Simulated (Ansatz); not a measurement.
Calculated with Ansatz (gas phase, PBE0-D4/def2-TZVP geometries, no zero-point term in ΔE). CBS: MP2 limit from def2 TZ/QZ plus the TZ coupled-cluster correction, frozen cores. DFT in def2-TZVPP. Each species was taken in one conformer, which may not be the lowest.

`C=C[SiH2][SiH2]S` + `O[SiH2]OCS` → `SCO[SiH2]S` + `C=C[SiH2][SiH2]O`  (redistribution)

(1) Is it downhill or uphill in electronic energy at CCSD(T)/CBS, and by how much? (Estimate.)

(2) What do these levels give: PBE0-D4, ωB97M-V, PBE, r2SCAN, PBE0, HF/CBS(def2)? (An estimate is asked.)

Largest T1 diagnostic among the species: 0.012.

Answers

(1) The calculation gave: Uphill: ΔE = +28.8 kJ/mol.

(2) Ansatz gave: PBE0-D4 30.1, ωB97M-V 29.2, PBE 27.7, r2SCAN 30.5, PBE0 28.2, HF/CBS(def2) 20.9 kJ/mol.

The D4 term adds +3.5 kJ/mol with B3LYP and +1.9 kJ/mol with PBE0; it sums over pairs of atoms, weighted by their polarisabilities, and B3LYP, whose exchange is more repulsive, gets the larger term. In def2-TZVPP, CCSD(T) changes the Hartree–Fock value by +7.4 kJ/mol (the triples alone add +1.7 kJ/mol) and MP2 by +8.7 kJ/mol.

B3LYP here is the variant with VWN-RPA as its local correlation; programs differ in this.
